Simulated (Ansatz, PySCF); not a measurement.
Molecule: C$_{3}$H$_{2}$O, net charge 0, singlet state. 
Structure (B3LYP-D3(BJ)/def2-TZVP (Ansatz, an electronic-structure program) minimum search):
```xyz
6

C      1.4938     0.9359     0.6166
C      0.5445     0.2574     0.3296
C     -0.5874    -0.5911     0.0366
O     -1.2822    -0.4730    -0.9426
H      2.3310     1.5474     0.8534
H     -0.7781    -1.3760     0.7906
```

Total electronic energies in hartree. Correlated levels leave the core frozen unless marked. Spin-orbit coupling is left out. Non-relativistic. Basis-set limits of correlation are two-point, X^-3; Hartree-Fock from the larger set. [CCSD(T)-MP2]/basis is that difference in the basis named.

The Hartree-Fock reference is unstable (checked in the largest basis), which strains HF and MP2. 

```tsv
level	program	energy (Eh)
HF/6-31G*	Ansatz	-189.53958
HF/aug-cc-pVQZ	Ansatz	-189.62421
RI-HF/cc-pVTZ	Ansatz	-189.61026
PBE-D3(BJ)/def2-TZVPD	Ansatz + dftd3	-190.50418
revPBE-D4/def2-TZVPD	Ansatz + dftd4	-190.68844
BP86-D4/def2-TZVPD	PySCF + dftd4	-190.73037
PBE0-D3(BJ)/def2-TZVP	Ansatz + dftd3	-190.50138
BHLYP-D4/def2-TZVPD	Ansatz + dftd4	-190.61820
TPSSh/def2-TZVPD	PySCF	-190.73134
HSE06/def2-TZVPD	Ansatz	-190.48987
LC-wPBE/def2-TZVPD	Ansatz	-190.58253
B2GP-PLYP-D3(BJ)/def2-TZVPD	Ansatz + dftd3	-190.54273
MP2/cc-pVTZ	Ansatz	-190.29299
RI-MP2/aug-cc-pVQZ	Ansatz	-190.35851
RI-MP2/cc-pVQZ	Ansatz	-190.35258
RI-MP2/CBS(aug-cc-pVTZ,aug-cc-pVQZ)	Ansatz	-190.3885
SCS-MP2/6-31G*	Ansatz	-190.07011
SCS-MP2/aug-cc-pVDZ	Ansatz	-190.12868
SCS-MP2/aug-cc-pVTZ	Ansatz	-190.29534
CCSD/cc-pwCVTZ	Ansatz	-190.31422
CCSD(T)/6-31G*	Ansatz	-190.12559
CCSD(T)/cc-pwCVTZ	Ansatz	-190.35037
RI-MP2/CBS(aug-cc-pVTZ,aug-cc-pVQZ)+[CCSD(T)-MP2]/aug-cc-pVTZ	Ansatz	-190.4329
```

Totals of different functionals don't rank their quality; only differences between species are comparable.
